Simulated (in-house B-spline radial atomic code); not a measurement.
Results of a calculation; reference values are marked as such.
# Correlation energy from the adiabatic connection: −Z/r, Z = 2, wall at 6 bohr

Two electrons in a singlet, external potential −Z/r, Z = 2, wall at 6 bohr (atomic units). Full CI in B-splines (partial waves to l = 8, correlation up to 0.6 % small) with the density held fixed gives W(λ) = <V_ee>_λ − U, and E_c is the integral of W(λ) − W(0) from 0 to 1.

```csv
λ,W(λ) − W(0) (hartree)
0,0.00000
0.02,-0.00192
0.05,-0.00477
0.12,-0.01128
0.25,-0.02284
0.4,-0.03540
0.6,-0.05097
0.8,-0.06532
1,-0.07860
```

Integrate the table by the trapezoid rule.

The strips give -0.00002, -0.00010, -0.00056, -0.00222, -0.00437, -0.00864, -0.01163, -0.01439, which sum to -0.04193 hartree. The direct value, W(1) − W(0) + T_c with T_c = 0.03660, is -0.04200; the curve is convex, so chords lie above it and the trapezoids fall short in size by 0.18 %.

Now use only three numbers: W(0) = -1.0247, the initial slope W'(0) = -0.09653 (extrapolated from the first points) and the strong-coupling limit of the point-charge-plus-continuum model, W∞ = -1.4611. What do second-order theory and the interpolation W(λ) = W∞ + (W(0) − W∞)/√(1 + 2χλ) of Seidl, Perdew and Levy give?

Second order keeps the slope alone: E_c = W'(0)/2 = -0.04827, +15 % in size against -0.04200. Matching the slope fixes χ = W'(0)/(W∞ − W(0)) = -0.09653/(-0.43640) = 0.22120. Integrating, with s = √(1 + 2χ) = 1.200996, E_c = −(W(0) − W∞)(s − 1)/(s + 1) = −0.43640 × 0.200996/2.200996 = -0.03985 hartree, -5.1 % in size against the full result. At λ = 1 the formula gives W − W(0) = -0.07304 against -0.07860. Part of the miss can come from the model's W∞.
